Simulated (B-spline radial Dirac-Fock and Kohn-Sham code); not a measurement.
## The free helium atom: differential elastic cross section for electrons at 78.6 eV

Model: relativistic (Dirac) partial waves in the static field of the Dirac-Fock atom with Furness-McCarthy exchange, without polarisation or absorption potentials. Program: a B-spline atomic structure program. Below a few hundred eV the neglected polarisation potential matters, most of all at small angles.

```tsv
θ (°)	dσ/dΩ (a₀²/sr)
5	1.02
10	0.977
15	0.905
20	0.817
25	0.722
30	0.627
35	0.538
40	0.458
45	0.388
50	0.329
55	0.280
60	0.240
65	0.207
70	0.180
75	0.158
80	0.140
85	0.126
90	0.114
95	0.104
100	0.0957
105	0.0890
110	0.0833
115	0.0786
120	0.0746
125	0.0712
130	0.0684
135	0.0660
140	0.0640
145	0.0623
150	0.0609
155	0.0598
160	0.0589
165	0.0582
170	0.0577
175	0.0574
```

The total elastic cross section is 2.57 a₀², the first transport cross section 1.37 a₀² and the second, weighted with (3/2) sin²θ, 1.98 a₀². The mean deflection is ⟨1 − cos θ⟩ = 0.534, and 19 % of the collisions scatter beyond 90°.

Phase shifts modulo π (rad) for κ = −1 to −5: 1.125, 0.330, 0.097, 0.030, 0.010.

Values without a named source are computed, but for edge energies of neutral atoms, which are taken from tables.
